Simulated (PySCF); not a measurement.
**Computed vibrations of Yb(NH2)2**

Yb(NH2)2 (singlet in the valence; each metal's 4f electrons, 14 of them, lie in its core potential, out of spins and levels). PySCF 2.14.0, RKS PBE0, Yb lcecp-0-SVP with ECP60, N def2-SVP, H def2-SVP; non-relativistic Hamiltonian with scalar-relativistic core potentials where named; density fitting; no spin-orbit coupling. Central differences of gradients.

```xyz
7

Yb    0.0000    0.0000   -0.1097
N     2.1816    0.0000    0.5615
H     2.7566   -0.8002    0.8335
H     2.7566    0.8002    0.8335
N    -2.1816    0.0000    0.5615
H    -2.7566    0.8002    0.8335
H    -2.7566   -0.8002    0.8335
```

Run from Python with OMP_NUM_THREADS=2. Where DIIS fails, smearing, a level shift and second-order steps follow.
It took 32 s on 2 threads of Arm Neoverse V1 (shared host).

(1) What are the harmonic wavenumbers and infrared intensities?

(2) Is this a minimum?

An lcecp potential fixes the number of 4f electrons, so in runs with it no electron can move into or out of that shell.

Answers

(1) Modes are labelled in C2v; negative numbers are unstable modes, those under 60 cm⁻¹ near the noise; a finer grid moves soft modes by up to 10 cm⁻¹.
| cm⁻¹ | km/mol | symmetry |
| --- | --- | --- |
| -131 | – | a2 |
| -107 | – | b2 |
| 78 | 16.7 | a1 |
| 311 | 0.0 | a2 |
| 319 | 135.4 | b2 |
| 450 | 181.4 | b1 |
| 469 | 3.0 | b1 |
| 469 | 0.3 | a1 |
| 482 | 216.6 | a1 |
| 1537 | 16.2 | b1 |
| 1542 | 5.8 | a1 |
| 3514 | 1.3 | b1 |
| 3515 | 0.1 | a1 |
| 3587 | 0.0 | a2 |
| 3587 | 0.2 | b2 |

(2) No: 2 unstable; the lowest moves the atoms so:
```
Yb   0.00  0.00  0.00
N    0.00  0.00  0.00
H   -0.17  0.04  0.47
H    0.17  0.04 -0.47
N    0.00  0.00  0.00
H    0.17 -0.04  0.47
H   -0.17 -0.04 -0.47
```
